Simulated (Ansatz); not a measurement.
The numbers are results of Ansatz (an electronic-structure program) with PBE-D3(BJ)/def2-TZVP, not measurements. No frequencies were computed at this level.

Ansatz 0.2 input:
```yaml
crystal:
  periodic: [false, false, false]
  atoms:
    - { symbol: C, position_ang: [1.458271, -0.332888, 0.518748] }
    - { symbol: C, position_ang: [0.311423, -0.065123, 0.279318] }
    - { symbol: C, position_ang: [-1.0524, 0.256376, -0.008568] }
    - { symbol: O, position_ang: [-1.608915, 1.276257, 0.293316] }
    - { symbol: H, position_ang: [2.459717, -0.577274, 0.724396] }
    - { symbol: H, position_ang: [-1.568091, -0.557346, -0.558551] }
basis:
  gaussian: { orbitals: def2-tzvp }
hamiltonian:
  xc: pbe
  dispersion: d3bj
relax:
  max_steps: 150
```

Output:

```
Functional definition: PBE
779 factors; their error is unknown
mean field evaluation 1: about -5176.3508 eV, gradient 5.9e1 eV
mean field evaluation 2: about -5166.9134 eV, gradient 8.9e1 eV
mean field evaluation 4: about -5183.5953 eV, gradient 8.2e0 eV
mean field evaluation 8: about -5183.7597 eV, gradient 6.8e-2 eV
mean field evaluation 16: about -5183.7395 eV, gradient 1.4e-5 eV
mean field -5183.73950045 eV, -190.4989129767 hartree, gradient 1.4e-5 eV, S^2 0.000000; 0 other end points of the search recorded, 0 dependent functions left out
reference -5183.73953324 eV, -190.4989141817 hartree; 14, 14 occupied and 122, 122 virtual orbitals, 779 factors
relax step   1: F+E_penalty+E_count = -5183.82821443 eV  Δ(F+E_penalty+E_count) = +0.000e0 eV  max|allowed force component| = 1.273e0 eV/Å  Δτ_max = 0.0000 Å  (28 SCF iters, accepted)
these checks for a lower state are left out or cut short: starts, cluster_reference, orbital_swaps, neighbouring_geometries, increment
779 factors; their error is unknown
mean field -5183.77690318 eV, -190.5002875016 hartree, gradient 2.6e-5 eV, S^2 0.000000; 0 other end points of the search recorded, 0 dependent functions left out
reference -5183.77693607 eV, -190.5002887102 hartree; 14, 14 occupied and 122, 122 virtual orbitals, 779 factors
relax step   2: F+E_penalty+E_count = -5183.86513672 eV  Δ(F+E_penalty+E_count) = -3.692e-2 eV  max|allowed force component| = 3.582e-1 eV/Å  Δτ_max = 0.0290 Å  (33 SCF iters, accepted)
these checks for a lower state are left out or cut short: starts, cluster_reference, orbital_swaps, neighbouring_geometries, increment
779 factors; their error is unknown
mean field -5183.71410269 eV, -190.4979796262 hartree, gradient 1.6e-5 eV, S^2 0.000000; 0 other end points of the search recorded, 0 dependent functions left out
reference -5183.71413561 eV, -190.4979808361 hartree; 14, 14 occupied and 122, 122 virtual orbitals, 779 factors
relax step   3: F+E_penalty+E_count = -5183.80216340 eV  Δ(F+E_penalty+E_count) = +6.297e-2 eV  max|allowed force component| = 1.246e0 eV/Å  Δτ_max = 0.0765 Å  (32 SCF iters, rejected (line search))
these checks for a lower state are left out or cut short: starts, cluster_reference, orbital_swaps, neighbouring_geometries, increment
779 factors; their error is unknown
mean field evaluation 32: about -5183.7899 eV, gradient 2.3e0 eV
mean field -5183.77765703 eV, -190.5003152053 hartree, gradient 1.2e-5 eV, S^2 0.000000; 0 other end points of the search recorded, 0 dependent functions left out
reference -5183.77768992 eV, -190.5003164140 hartree; 14, 14 occupied and 122, 122 virtual orbitals, 779 factors
relax step   4: F+E_penalty+E_count = -5183.86599054 eV  Δ(F+E_penalty+E_count) = -8.538e-4 eV  max|allowed force component| = 3.673e-1 eV/Å  Δτ_max = 0.0168 Å  (33 SCF iters, accepted)
these checks for a lower state are left out or cut short: starts, cluster_reference, orbital_swaps, neighbouring_geometries, increment
779 factors; their error is unknown
mean field -5183.77800552 eV, -190.5003280121 hartree, gradient 1.3e-5 eV, S^2 0.000000; 0 other end points of the search recorded, 0 dependent functions left out
reference -5183.77803844 eV, -190.5003292218 hartree; 14, 14 occupied and 122, 122 virtual orbitals, 779 factors
relax step   5: F+E_penalty+E_count = -5183.86607891 eV  Δ(F+E_penalty+E_count) = -8.837e-5 eV  max|allowed force component| = 2.391e-1 eV/Å  Δτ_max = 0.0176 Å  (33 SCF iters, accepted)
these checks for a lower state are left out or cut short: starts, cluster_reference, orbital_swaps, neighbouring_geometries, increment
779 factors; their error is unknown
mean field -5183.78073902 eV, -190.5004284661 hartree, gradient 1.3e-5 eV, S^2 0.000000; 0 other end points of the search recorded, 0 dependent functions left out
reference -5183.78077193 eV, -190.5004296755 hartree; 14, 14 occupied and 122, 122 virtual orbitals, 779 factors
relax step   6: F+E_penalty+E_count = -5183.86887355 eV  Δ(F+E_penalty+E_count) = -2.795e-3 eV  max|allowed force component| = 2.747e-2 eV/Å  Δτ_max = 0.0172 Å  (33 SCF iters, accepted)
these checks for a lower state are left out or cut short: starts, cluster_reference, orbital_swaps, neighbouring_geometries, increment
779 factors; their error is unknown
mean field -5183.78109948 eV, -190.5004417128 hartree, gradient 2.6e-5 eV, S^2 0.000000; 0 other end points of the search recorded, 0 dependent functions left out
reference -5183.78113240 eV, -190.5004429225 hartree; 14, 14 occupied and 122, 122 virtual orbitals, 779 factors
relax step   7: F+E_penalty+E_count = -5183.86923288 eV  Δ(F+E_penalty+E_count) = -3.593e-4 eV  max|allowed force component| = 1.838e-2 eV/Å  Δτ_max = 0.0121 Å  (33 SCF iters, accepted)
these checks for a lower state are left out or cut short: starts, cluster_reference, orbital_swaps, neighbouring_geometries, increment
779 factors; their error is unknown
mean field evaluation 64: about -5183.7812 eV, gradient 7.6e-3 eV
mean field -5183.78115788 eV, -190.5004438589 hartree, gradient 2.7e-5 eV, S^2 0.000000; 0 other end points of the search recorded, 0 dependent functions left out
reference -5183.78119080 eV, -190.5004450689 hartree; 14, 14 occupied and 122, 122 virtual orbitals, 779 factors
relax step   8: F+E_penalty+E_count = -5183.86928748 eV  Δ(F+E_penalty+E_count) = -5.459e-5 eV  max|allowed force component| = 8.256e-3 eV/Å  Δτ_max = 0.0051 Å  (33 SCF iters, accepted)
779 factors; their error is unknown
mean field -5183.78115788 eV, -190.5004438589 hartree, gradient 2.7e-5 eV, S^2 0.000000; 1 other end points of the search recorded, 0 dependent functions left out
reference -5183.78119080 eV, -190.5004450689 hartree; 14, 14 occupied and 122, 122 virtual orbitals, 779 factors
Total energy: -5183.86932040 eV, -190.5036837719 hartree
Atom 0 at     1.471829    -0.343352     0.518344 Å, force    -0.008256     0.002110    -0.001688 eV/Å
Atom 1 at     0.316506    -0.050410     0.285860 Å, force     0.006311    -0.001304     0.001437 eV/Å
Atom 2 at    -1.063998     0.248139    -0.016201 Å, force    -0.003789     0.000061    -0.001136 eV/Å
Atom 3 at    -1.619303     1.286837     0.295860 Å, force     0.001189     0.000074     0.000390 eV/Å
Atom 4 at     2.494567    -0.580835     0.734447 Å, force     0.001841    -0.000853     0.000194 eV/Å
Atom 5 at    -1.599597    -0.560377    -0.569651 Å, force     0.002704    -0.000087     0.000802 eV/Å
Dipole moment:     0.400653    -0.438326    -0.078314 e Å
```

Cost: roughly 18 core-seconds.
